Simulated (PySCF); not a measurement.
C2H9NSi.

```xyz
13

Si     0.5617    -0.3801     0.6056
C      1.7039     0.7669    -0.3530
N     -0.9372    -0.6085    -0.2461
C     -1.8646     0.4548    -0.5836
H      1.1551    -1.7428     0.7466
H      0.4038     0.1943     1.9862
H      1.2648     1.7723    -0.4599
H      1.9019     0.3710    -1.3615
H      2.6651     0.8815     0.1743
H     -1.3834    -1.5149    -0.1437
H     -2.5789     0.7098     0.2262
H     -1.3104     1.3770    -0.8237
H     -2.4570     0.2019    -1.4803
```
Charge 0, spin multiplicity 1.

Coordinates come from a B3LYP-D3(BJ)/def2-SVP optimisation. The values are those of a single conformer.

Method: HF/pcSseg-1 (PySCF). Non-relativistic, no solvent.

Problem. Give the absolute GIAO shielding of each atom: isotropic value and principal components (ppm). (An estimate is asked for; the answer gives what the named calculation found.)

Solution. 
| atom | σ(iso) | σ11 | σ22 | σ33 | span |
|---|---|---|---|---|---|
| Si1 | 423.4 | 377.2 | 422.2 | 470.8 | 93.6 |
| C2 | 193.9 | 182.4 | 195.6 | 203.8 | 21.3 |
| N3 | 264.3 | 233.6 | 256.2 | 303.0 | 69.4 |
| C4 | 163.0 | 142.6 | 156.6 | 189.7 | 47.1 |
| H5 | 27.6 | 24.1 | 26.0 | 32.8 | 8.7 |
| H6 | 27.5 | 23.7 | 26.1 | 32.7 | 9.1 |
| H7 | 31.1 | 26.6 | 29.5 | 37.2 | 10.6 |
| H8 | 31.4 | 27.0 | 28.6 | 38.7 | 11.8 |
| H9 | 31.7 | 27.6 | 28.0 | 39.6 | 12.0 |
| H10 | 31.9 | 22.1 | 29.6 | 44.1 | 21.9 |
| H11 | 29.2 | 24.1 | 26.9 | 36.7 | 12.6 |
| H12 | 29.4 | 24.3 | 29.2 | 34.8 | 10.5 |
| H13 | 29.1 | 24.1 | 26.7 | 36.5 | 12.4 |
